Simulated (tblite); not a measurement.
Isomers of [C8H18P]+ (charge +1). Computed with GFN2-xTB (tblite): harmonic, unscaled wavenumbers at the GFN2-xTB geometry, gas phase. Errors from tens to a few hundred cm⁻¹ against measured bands are possible. Modes of hydrogen on phosphorus can be 10 to 20 % off. One conformer each.

Electronic energies: GFN2-xTB at the same geometries; isomer energies are rough at this level and their order can be wrong.

```csv
SMILES,"electronic energy, lowest = 0 (kJ/mol)"
C=CC[P@@H+](C)C(C)(C)C,119.9
C=C(C)[P@@H+](C)C(C)(C)C,108.0
C[C@@H]1CC[P@@H+](C)C[C@@H]1C,0.0
CC[C@@H]1[C@@H](CC)[PH+]1CC,165.9
```

Task: How do GFN2-xTB zero-point energies change the relative energies?

Result: 
```json
{"SMILES": "C[C@@H]1CC[P@@H+](C)C[C@@H]1C", "ZPE (kJ/mol)": "631.5", "of it from modes above 1550 cm⁻¹": "318.9", "electronic (kJ/mol)": "0.0", "with ZPE, lowest = 0 (kJ/mol)": "0.0", "lowest mode (cm⁻¹)": "71", "rings": "1"}
{"SMILES": "C=C(C)[P@@H+](C)C(C)(C)C", "ZPE (kJ/mol)": "617.9", "of it from modes above 1550 cm⁻¹": "332.6", "electronic (kJ/mol)": "108.0", "with ZPE, lowest = 0 (kJ/mol)": "94.3", "lowest mode (cm⁻¹)": "38", "rings": "0"}
{"SMILES": "C=CC[P@@H+](C)C(C)(C)C", "ZPE (kJ/mol)": "616.7", "of it from modes above 1550 cm⁻¹": "332.2", "electronic (kJ/mol)": "119.9", "with ZPE, lowest = 0 (kJ/mol)": "105.1", "lowest mode (cm⁻¹)": "21", "rings": "0"}
{"SMILES": "CC[C@@H]1[C@@H](CC)[PH+]1CC", "ZPE (kJ/mol)": "625.0", "of it from modes above 1550 cm⁻¹": "320.4", "electronic (kJ/mol)": "165.9", "with ZPE, lowest = 0 (kJ/mol)": "159.4", "lowest mode (cm⁻¹)": "49", "rings": "1"}
```

The zero-point energies span 14.8 kJ/mol, from `C=CC[P@@H+](C)C(C)(C)C` to `C[C@@H]1CC[P@@H+](C)C[C@@H]1C`. The order is unchanged.

Task: What do entropy and thermal enthalpy add at 298.15 K and 1 bar (rigid rotor, harmonic oscillator, one conformer each)?

Result: 
| SMILES | point group | symmetry number | S (J/(mol K)) | H − H(0) (kJ/mol) | ZPE + H − H(0) − TS (kJ/mol) |
| --- | --- | --- | --- | --- | --- |
| C[C@@H]1CC[P@@H+](C)C[C@@H]1C | C1 | 1 | 423.6 | 32.13 | 537.4 |
| C=C(C)[P@@H+](C)C(C)(C)C | C1 | 1 | 474.4 | 38.46 | 514.9 |
| CC[C@@H]1[C@@H](CC)[PH+]1CC | C1 | 1 | 471.6 | 36.60 | 521.0 |

Not tabulated: `C=CC[P@@H+](C)C(C)(C)C` (lowest mode only 21 cm⁻¹).
